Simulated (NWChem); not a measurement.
Molecule: CH4AlFS; SMILES C[S][AlH][F]

```xyz
8

Al     0.4544    -0.9500     0.0000
F     -0.3799    -2.3892     0.0000
H      2.0307    -0.9554     0.0000
S     -0.6945     0.8846     0.0000
C      0.6662     2.1102     0.0000
H      1.6601     1.6391     0.0000
H      0.5737     2.7400     0.8947
H      0.5737     2.7400    -0.8947
```
Atoms are numbered in this order, from 1.

Program: NWChem. The geometry was optimised at PBE0/def2-SVP. Field at 589 nm.

### Question
Predict the results for B3LYP/def2-SVPD. Quantities: isotropic polarisability (bohr³); anisotropy (bohr³).

### Answer
```
Property                          Value
--------------------------------  -----
isotropic polarisability (bohr³)   63.2
anisotropy (bohr³)                 20.2
```
